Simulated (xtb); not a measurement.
Input for xtb: GFN2-xTB on ClHSSi (SMILES S[Si]Cl), a point of a torsion scan.

```
$ xtb mol.xyz --gfn 2 --opt vtight --chrg 0 --uhf 0 --input xcontrol
4

S     -1.18716150     0.44246181     0.39373817
Si     0.78380409     0.91493983    -0.28213737
Cl     1.41558608    -0.46703953    -1.71424754
H     -1.69090206    -0.70036726    -0.24365995
$constrain
  force constant=1.0
  dihedral: 4,1,2,3,0.0
$end
```

It printed:

```
[...]
           -------------------------------------------------
          |                Calculation Setup                |
           -------------------------------------------------



           -------------------------------------------------
          |                 G F N 2 - x T B                 |
           -------------------------------------------------

        Reference                      10.1021/acs.jctc.8b01176
      * Hamiltonian:
        H0-scaling (s, p, d)           1.850000    2.230000    2.230000
        zeta-weighting                 0.500000
      * Dispersion:
        s8                             2.700000
        a1                             0.520000
        a2                             5.000000
        s9                             5.000000
      * Repulsion:
        kExp                           1.500000    1.000000
        rExp                           1.000000
      * Coulomb:
        alpha                          2.000000
        third order                    shell-resolved
        anisotropic                    true
        a3                             3.000000
        a5                             4.000000
        cn-shift                       1.200000
        cn-exp                         4.000000
        max-rad                        5.000000


          ...................................................
          :                      SETUP                      :
          :.................................................:
          :  # basis functions                  31          :
          :  # atomic orbitals                  28          :
          :  # shells                           10          :
          :  # electrons                        18          :
          :  max. iterations                   250          :
          :  Hamiltonian                  GFN2-xTB          :
          :  restarted?                      false          :
          :  GBSA solvation                  false          :
          :  PC potential                    false          :
          :  electronic temp.          300.0000000     K    :
          :  accuracy                    1.0000000          :
          :  -> integral cutoff          0.2500000E+02      :
          :  -> integral neglect         0.1000000E-07      :
          :  -> SCF convergence          0.1000000E-05 Eh   :
          :  -> wf. convergence          0.1000000E-03 e    :
          :  Broyden damping             0.4000000          :
          :  net charge                          0          :
          :  unpaired electrons                  0          :
          ...................................................

 iter      E             dE          RMSdq      gap      omega  full diag
   1    -10.0441242 -0.100441E+02  0.893E+00    2.69       0.0  T
   2    -10.0677523 -0.236281E-01  0.544E+00    2.41       1.0  T
   3    -10.0700901 -0.233780E-02  0.315E+00    2.49       1.0  T
   4    -10.0694389  0.651223E-03  0.169E+00    2.40       1.0  T
   5    -10.0535206  0.159183E-01  0.306E+00    2.85       1.0  T
   6    -10.0714517 -0.179311E-01  0.419E-01    2.57       1.0  T
   7    -10.0714576 -0.590885E-05  0.451E-01    2.59       1.0  T
   8    -10.0717205 -0.262908E-03  0.267E-01    2.57       1.0  T
   9    -10.0713044  0.416173E-03  0.532E-01    2.50       1.0  T
  10    -10.0719010 -0.596687E-03  0.815E-02    2.55       1.0  T
  11    -10.0719036 -0.259000E-05  0.255E-02    2.56       2.0  T
  12    -10.0719037 -0.314787E-07  0.154E-02    2.56       3.2  T
  13    -10.0719034  0.265824E-06  0.127E-02    2.56       3.9  T
  14    -10.0719035 -0.670567E-07  0.124E-02    2.56       4.0  T
  15    -10.0719038 -0.312653E-06  0.171E-03    2.56      29.3  T
  16    -10.0719038  0.177111E-08  0.155E-03    2.56      32.2  T
  17    -10.0719038  0.755670E-08  0.207E-03    2.56      24.2  T
  18    -10.0719038 -0.107180E-07  0.378E-04    2.56     132.1  T
  19    -10.0719038 -0.366793E-09  0.240E-05    2.56    2081.6  T

   *** convergence criteria satisfied after 19 iterations ***

         #    Occupation            Energy/Eh            Energy/eV
      -------------------------------------------------------------
         1        2.0000           -1.0600563             -28.8456
       ...           ...                  ...                  ...
         3        2.0000           -0.6213510             -16.9078
         4        2.0000           -0.4920494             -13.3893
         5        2.0000           -0.4486034             -12.2071
         6        2.0000           -0.4443370             -12.0910
         7        2.0000           -0.4343799             -11.8201
         8        2.0000           -0.3952993             -10.7566
         9        2.0000           -0.3728427             -10.1456 (HOMO)
        10                         -0.2788058              -7.5867 (LUMO)
        11                         -0.2184684              -5.9448
        12                    
[...]
      -16.9636
         4        2.0000           -0.4941592             -13.4468
         5        2.0000           -0.4531596             -12.3311
         6        2.0000           -0.4483871             -12.2012
         7        2.0000           -0.4354624             -11.8495
         8        2.0000           -0.3911034             -10.6425
         9        2.0000           -0.3747668             -10.1979 (HOMO)
        10                         -0.2810590              -7.6480 (LUMO)
        11                         -0.2126457              -5.7864
        12                         -0.1951454              -5.3102
        13                         -0.1391609              -3.7868
        14                         -0.0715319              -1.9465
       ...                                ...                  ...
        28                          0.6490657              17.6620
      -------------------------------------------------------------
                  HL-Gap            0.0937078 Eh            2.5499 eV
             Fermi-level           -0.3279129 Eh           -8.9230 eV

 SCC (total)                   0 d,  0 h,  0 min,  0.002 sec
 SCC setup                      ...        0 min,  0.000 sec (  1.763%)
 Dispersion                     ...        0 min,  0.000 sec (  0.341%)
 classical contributions        ...        0 min,  0.000 sec (  0.156%)
 integral evaluation            ...        0 min,  0.001 sec ( 31.024%)
 iterations                     ...        0 min,  0.000 sec ( 19.422%)
 molecular gradient             ...        0 min,  0.001 sec ( 45.081%)
 printout                       ...        0 min,  0.000 sec (  1.960%)

         :::::::::::::::::::::::::::::::::::::::::::::::::::::
         ::                     SUMMARY                     ::
         :::::::::::::::::::::::::::::::::::::::::::::::::::::
         :: total energy             -10.059176935706 Eh    ::
         :: gradient norm              0.000010235686 Eh/a0 ::
         :: HOMO-LUMO gap              2.549920381946 eV    ::
         ::.................................................::
         :: SCC energy               -10.080181812757 Eh    ::
         :: -> isotropic ES            0.016715341090 Eh    ::
         :: -> anisotropic ES         -0.003953440202 Eh    ::
         :: -> anisotropic XC         -0.006086017606 Eh    ::
         :: -> dispersion             -0.002976079036 Eh    ::
         :: repulsion energy           0.021004877051 Eh    ::
         :: add. restraining           0.000000000000 Eh    ::
         :: total charge              -0.000000000000 e     ::
         :::::::::::::::::::::::::::::::::::::::::::::::::::::

           -------------------------------------------------
          |                Property Printout                |
           -------------------------------------------------

    * Orbital Energies and Occupations

         #    Occupation            Energy/Eh            Energy/eV
      -------------------------------------------------------------
         1        2.0000           -1.0636425             -28.9432
         2        2.0000           -0.7251657             -19.7328
         3        2.0000           -0.6234001             -16.9636
         4        2.0000           -0.4941592             -13.4468
         5        2.0000           -0.4531596             -12.3311
         6        2.0000           -0.4483871             -12.2012
         7        2.0000           -0.4354624             -11.8495
         8        2.0000           -0.3911034             -10.6425
         9        2.0000           -0.3747668             -10.1979 (HOMO)
        10                         -0.2810590              -7.6480 (LUMO)
        11                         -0.2126457              -5.7864
        12                         -0.1951454              -5.3102
        13                         -0.1391609              -3.7868
        14                         -0.0715319              -1.9465
        15                         -0.0463542              -1.2614
        16                         -0.0431882              -1.1752
        17                         -0.0108576              -0.2955
        18                         -0.0063444              -0.1726
        19                          0.0071029               0.1933
        20                          0.0151099               0.4112
       ...                                ...                  ...
        28                          0.6490657              17.6620
      -------------------------------------------------------------
                  HL-Gap            0.0937078 Eh            2.5499 eV
             Fermi-level           -0.3279129 Eh           -8.9230 eV

     #   Z          covCN         q      C6AA      α(0)
     1  16 S        1.802    -0.375   157.503    21.124
     2  14 Si       1.674     0.474   181.620    28.653
     3  17 Cl       0.809    -0.275   107.797    15.883
     4   1 H        0.923     0.176     1.232     1.736

 Mol. C6AA /au·bohr⁶  :       1382.964956
 Mol. C8AA /au·bohr⁸  :      73039.735169
 Mol. α(0) /au        :         67.395491


Wiberg/Mayer (AO) data.
largest (>0.10) Wiberg bond orders for each atom

 ---------------------------------------------------------------------------
     #   Z sym  total        # sym  WBO       # sym  WBO       # sym  WBO
 ---------------------------------------------------------------------------
Note: The following floating-point exceptions are signalling: IEEE_UNDERFLOW_FLAG IEEE_DENORMAL
normal termination of xtb
     1  16 S    2.217 --     2 Si   1.226     4 H    0.946
     2  14 Si   2.402 --     1 S    1.226     3 Cl   1.155
     3  17 Cl   1.202 --     2 Si   1.155
     4   1 H    0.969 --     1 S    0.946
 ---------------------------------------------------------------------------

Topologies differ in total number of bonds
Writing topology from bond orders to xtbtopo.mol

molecular dipole:
                 x           y           z       tot (Debye)
 q only:        0.489       0.611       0.223
   full:        0.486      -0.262      -0.467       1.839
molecular quadrupole (traceless):
                xx          xy          yy          xz          yz          zz
 q only:       -0.407       4.711       3.158       3.787      -2.000      -2.751
  q+dip:       -1.697       2.420       1.539       2.957      -1.039       0.158
   full:       -1.947       1.447       1.175       2.875      -1.637       0.772

           -------------------------------------------------
          |                Geometry Summary                 |
           -------------------------------------------------

      molecular mass/u    :       96.6111645
   center of mass at/Å    :        0.2377672       0.2156188      -0.5454512
  moments of inertia/u·Å² :        0.3790928E+02   0.1834537E+03   0.2213630E+03
rotational constants/cm⁻¹ :        0.4446835E+00   0.9189037E-01   0.7615378E-01

 * 2 selected distances

     #   Z          #   Z                                           value/Å
     2  14 Si       3  17 Cl                                      2.0645896 (max)
     1  16 S        4   1 H                                       1.3265144 (min)

 * 2 distinct bonds (by element types)

   Z      Z             #   av. dist./Å        max./Å        min./Å
   1 H   16 S           1     1.3265144     1.3265144     1.3265144
  14 Si  17 Cl          1     2.0645896     2.0645896     2.0645896


optimized geometry written to: xtbopt.xyz


           -------------------------------------------------
          | TOTAL ENERGY              -10.059176935706 Eh   |
          | GRADIENT NORM               0.000010235686 Eh/α |
          | HOMO-LUMO GAP               2.549920381946 eV   |
           -------------------------------------------------

------------------------------------------------------------------------
------------------------------------------------------------------------
 total:
 SCF:
 ANC optimizer:
```

The run finished.

Warnings raised: the energy holds the restraint's term.

Cost: about 0.04 core-seconds (a rough figure).
